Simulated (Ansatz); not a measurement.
```yaml
crystal:
  periodic: [false, false, false]
  atoms:
    - {symbol: N, position_ang: [-1.232539, 0.534149, 0.623836]}
    - {symbol: Al, position_ang: [0.444782, -0.195961, -0.218857]}
    - {symbol: O, position_ang: [1.544884, 0.060492, 1.082080]}
    - {symbol: O, position_ang: [0.560482, 0.859645, -1.575397]}
    - {symbol: O, position_ang: [-0.072353, -1.812556, -0.513806]}
    - {symbol: H, position_ang: [-1.012514, 0.973773, 1.511190]}
    - {symbol: H, position_ang: [-1.895227, -0.217039, 0.783972]}
    - {symbol: H, position_ang: [-1.656917, 1.222611, 0.011519]}
    - {symbol: H, position_ang: [2.055755, -0.664271, 1.435742]}
    - {symbol: H, position_ang: [1.353508, 1.368394, -1.728740]}
    - {symbol: H, position_ang: [-0.024459, -2.186138, -1.390941]}
basis:
  gaussian: {orbitals: aug-cc-pVTZ}
total_charge: 1
magnetization: {spin_polarized: true, initial_magnetization: 1}
hamiltonian: {xc: {name: HF}}
correlation: {active_space: {window: {electrons: 3, orbitals: 2}}}
output: {forces: true}
```

```sh
$ ansatz run in.yaml --threads 4 --pin off --events-out ev --progress --plain --max-ram 10444MiB
```

(1) How does Ansatz answer? (Estimate.)

Answers

(1) Ansatz gave: The input was rejected before any iteration.
```
Error: invalid value for `correlation.active_space`: it starts from restricted Hartree–Fock orbitals; set hamiltonian.xc: hf without magnetization.spin_polarized
```
